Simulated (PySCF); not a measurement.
A geometry optimisation, step by step.

C4H6BBrO.
Atom-mapped SMILES: `[Br:1][B:2]1[CH:3]=[CH:4][CH2:5][CH2:6][O:7]1` (hydrogens: H8 on C3; H9 on C4; H10, H11 on C5; H12, H13 on C6)

Method: PySCF, BHandHLYP/6-31G* geometry optimisation, gas phase; density fitting, grid level 1; the optimiser is geomeTRIC in internal coordinates, started from a GFN2-xTB structure. The frame can shift and turn from step to step; on so coarse a grid that alone can change the energy by a few meV, and forces under 0.02 eV/Å are noise.

Step 0: E = -77004.8129 eV, largest atomic force 1.133 eV/Å
```
atom  x, y, z in Å  |  force x, y, z in eV/Å
Br1     2.754    2.116    0.205    0.753   0.736   0.007
B2      1.248    0.980    0.214   -1.050  -0.424  -0.029
C3     -0.214    1.489    0.050    0.178   0.051   0.151
C4     -1.134    0.580   -0.273    0.047  -0.079  -0.017
C5     -0.766   -0.865   -0.461    0.268  -0.045   0.032
C6      0.435   -1.256    0.403   -0.316  -0.246   0.180
O7      1.500   -0.326    0.335    0.089  -0.166  -0.160
H8     -0.494    2.528    0.151    0.054  -0.066  -0.046
H9     -2.167    0.842   -0.461    0.042   0.090   0.010
H10    -1.606   -1.513   -0.208    0.119   0.010  -0.087
H11    -0.531   -1.024   -1.519   -0.105  -0.098   0.151
H12     0.129   -1.327    1.455    0.063  -0.048  -0.327
H13     0.841   -2.223    0.092   -0.143   0.284   0.135
```

Step 1: E = -77004.8318 eV, largest atomic force 0.344 eV/Å
```
atom  x, y, z in Å  |  force x, y, z in eV/Å
Br1     2.587    2.275    0.682   -0.153  -0.073   0.097
B2      1.075    1.057    0.500    0.256   0.018  -0.229
C3     -0.172    1.439   -0.316   -0.147   0.021  -0.043
C4     -0.860    0.422   -0.840    0.054   0.056  -0.024
C5     -0.484   -1.005   -0.543   -0.157  -0.021   0.195
C6      0.128   -1.083    0.845   -0.017   0.015  -0.170
O7      1.222   -0.182    0.979    0.002   0.019   0.152
H8     -0.443    2.454   -0.558    0.021   0.004   0.016
H9     -1.699    0.594   -1.501    0.044  -0.028  -0.064
H10    -1.367   -1.642   -0.582    0.042  -0.021   0.040
H11     0.207   -1.388   -1.293    0.038   0.037  -0.050
H12    -0.636   -0.820    1.570    0.033   0.014   0.171
H13     0.511   -2.067    1.087   -0.017  -0.042  -0.092
```

Step 2: E = -77004.8518 eV, largest atomic force 0.115 eV/Å
```
atom  x, y, z in Å  |  force x, y, z in eV/Å
Br1     2.555    2.292    0.767   -0.025  -0.009  -0.013
B2      1.093    1.051    0.467   -0.045   0.057   0.090
C3     -0.161    1.438   -0.344    0.009   0.000  -0.033
C4     -0.863    0.423   -0.854   -0.017  -0.009   0.046
C5     -0.506   -1.003   -0.529   -0.022   0.036   0.023
C6      0.136   -1.082    0.843   -0.002   0.036  -0.050
O7      1.236   -0.185    0.959    0.012  -0.039   0.007
H8     -0.430    2.455   -0.579    0.055   0.004  -0.051
H9     -1.694    0.592   -1.524    0.002  -0.012  -0.008
H10    -1.390   -1.638   -0.548    0.003   0.013   0.014
H11     0.174   -1.394   -1.288    0.000  -0.032  -0.013
H12    -0.598   -0.820    1.603    0.027  -0.030   0.020
H13     0.518   -2.072    1.058    0.004  -0.014  -0.034
```

Step 3: E = -77004.8584 eV, largest atomic force 0.068 eV/Å
```
atom  x, y, z in Å  |  force x, y, z in eV/Å
Br1     2.525    2.312    0.802    0.044   0.022   0.020
B2      1.088    1.053    0.476   -0.041   0.007  -0.011
C3     -0.150    1.439   -0.361    0.002  -0.039   0.026
C4     -0.865    0.426   -0.854   -0.017  -0.019   0.020
C5     -0.521   -1.000   -0.520    0.034   0.054  -0.024
C6      0.143   -1.087    0.840   -0.008   0.025   0.040
O7      1.239   -0.185    0.959   -0.011   0.006  -0.022
H8     -0.396    2.456   -0.621    0.022   0.000  -0.020
H9     -1.692    0.593   -1.531    0.005   0.000  -0.011
H10    -1.407   -1.631   -0.525   -0.019   0.017   0.010
H11     0.148   -1.396   -1.287   -0.030  -0.032  -0.001
H12    -0.573   -0.843    1.623   -0.010  -0.051  -0.030
H13     0.531   -2.082    1.027    0.028   0.010   0.002
```

Step 4: E = -77004.8606 eV, largest atomic force 0.062 eV/Å
```
atom  x, y, z in Å  |  force x, y, z in eV/Å
Br1     2.514    2.324    0.836    0.008   0.010   0.002
B2      1.087    1.059    0.478   -0.015  -0.059  -0.015
C3     -0.143    1.437   -0.372   -0.009   0.057  -0.001
C4     -0.869    0.427   -0.855    0.041  -0.023   0.021
C5     -0.530   -0.997   -0.514    0.029   0.007  -0.035
C6      0.149   -1.089    0.838    0.023   0.001   0.025
O7      1.240   -0.181    0.958   -0.036   0.007   0.000
H8     -0.375    2.452   -0.649   -0.008   0.008   0.000
H9     -1.693    0.594   -1.535    0.011   0.007  -0.002
H10    -1.420   -1.623   -0.506   -0.020   0.010   0.013
H11     0.125   -1.403   -1.289   -0.029  -0.021  -0.002
H12    -0.561   -0.862    1.630   -0.013  -0.016  -0.010
H13     0.548   -2.082    1.010    0.019   0.011   0.003
```

Step 5: E = -77004.8615 eV, largest atomic force 0.102 eV/Å
```
atom  x, y, z in Å  |  force x, y, z in eV/Å
Br1     2.499    2.336    0.857    0.012  -0.012   0.003
B2      1.085    1.062    0.479    0.019  -0.005   0.010
C3     -0.138    1.443   -0.380    0.043  -0.049   0.044
C4     -0.863    0.428   -0.853   -0.056   0.032  -0.079
C5     -0.537   -0.998   -0.510    0.046  -0.001   0.005
C6      0.155   -1.094    0.836    0.033  -0.014   0.001
O7      1.239   -0.179    0.957   -0.038   0.035   0.003
H8     -0.362    2.457   -0.670   -0.024  -0.017   0.012
H9     -1.684    0.594   -1.537   -0.004  -0.001  -0.015
H10    -1.434   -1.613   -0.489   -0.016   0.023   0.007
H11     0.102   -1.415   -1.292   -0.015  -0.006  -0.003
H12    -0.554   -0.881    1.634   -0.007   0.008   0.011
H13     0.563   -2.084    0.999    0.008   0.006  -0.002
```

Step 6: E = -77004.8623 eV, largest atomic force 0.026 eV/Å
```
atom  x, y, z in Å  |  force x, y, z in eV/Å
Br1     2.499    2.337    0.858    0.003  -0.014   0.002
B2      1.085    1.062    0.480    0.019  -0.002   0.002
C3     -0.137    1.440   -0.379   -0.006   0.001   0.010
C4     -0.863    0.428   -0.858    0.003   0.008  -0.013
C5     -0.536   -0.997   -0.511    0.011  -0.014  -0.003
C6      0.157   -1.093    0.836    0.000   0.004  -0.010
O7      1.239   -0.178    0.959   -0.010   0.022   0.008
H8     -0.364    2.455   -0.666   -0.009  -0.002   0.007
H9     -1.682    0.595   -1.543    0.006  -0.005  -0.006
H10    -1.437   -1.608   -0.486   -0.006   0.008   0.009
H11     0.097   -1.420   -1.293   -0.006  -0.006  -0.002
H12    -0.552   -0.882    1.634   -0.003   0.000   0.005
H13     0.567   -2.083    0.999   -0.002   0.000  -0.009
```

Step 7: E = -77004.8626 eV, largest atomic force under 0.02 eV/Å
```
atom  x, y, z in Å  |  force x, y, z in eV/Å
Br1     2.502    2.336    0.857   -0.003  -0.007   0.000
B2      1.084    1.064    0.482    0.005  -0.001  -0.005
C3     -0.139    1.441   -0.377   -0.013   0.010  -0.001
C4     -0.860    0.427   -0.860    0.010   0.002   0.003
C5     -0.536   -0.998   -0.511    0.001   0.004  -0.004
C6      0.158   -1.093    0.835   -0.008   0.004  -0.002
O7      1.238   -0.175    0.961    0.000  -0.009   0.010
H8     -0.370    2.454   -0.662    0.001   0.003  -0.001
H9     -1.678    0.594   -1.549    0.004   0.000  -0.003
H10    -1.440   -1.603   -0.482    0.000   0.001   0.005
H11     0.093   -1.426   -1.295   -0.001  -0.002  -0.001
H12    -0.552   -0.883    1.633    0.002  -0.004  -0.001
H13     0.570   -2.082    0.997    0.002  -0.001  -0.001
```

**Question.** Summarise the path.

**Answer.** The energy falls by 0.0497 eV from step 0 to step 7; nine tenths of that is first reached at step 3. It falls at every step. The largest force goes from 1.133 to under 0.02 eV/Å. Among the bonds Br1–B2 changes most, from 1.887 to 1.941 Å; the atoms move by 0.040 Å rms after alignment.

**Question.** Follow the three bonds and two angles with the largest change from start to end.

**Answer.** 
```
step  E above end (eV)  largest force (eV/Å)  Br1–B2 (Å)  B2–C3 (Å)  C5–C6 (Å)  Br1–B2–C3 (°)  B2–O7–C6 (°)
   0            0.0497                 1.133       1.887      1.556      1.530          123.6         120.3
   1            0.0308                 0.344       1.949      1.539      1.519          121.5         118.0
   2            0.0107                 0.115       1.942      1.543      1.517          122.2         118.0
   3            0.0042                 0.068       1.938      1.543      1.516          121.6         118.0
   4            0.0020                 0.062       1.939      1.542      1.516          121.9         118.2
   5            0.0011                 0.102       1.941      1.542      1.517          121.6         118.5
   6            0.0003                 0.026       1.941      1.541      1.518          121.7         118.5
   7            0.0000            under 0.02       1.941      1.541      1.518          121.8         118.6
```

The cost below is that of the whole optimisation. Time: 86 s wall; peak memory 0.60 GiB. Hardware: Arm Neoverse N1, one thread, no GPU, shared host with 64 logical CPUs at a one-minute load of 61.
